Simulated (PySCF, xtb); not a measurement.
2,2,2-trifluoroacetaldehyde (C2HF3O), SMILES FC(C=O)(F)F.

GFN2-xTB in xtb 6.7.1 at its own geometry gives an orbital gap of 3.43 eV and a dipole moment of 2.13 D.

The structure is a stationary point at PBE-D3(BJ)/def2-SVP.

### Question
What does PySCF with PBE/def2-TZVP give? (Estimate from the structure and the level; the computed values follow.)

### Answer
gap 3.64 eV (levels -7.07 and -3.43 eV), dipole 1.58 D.
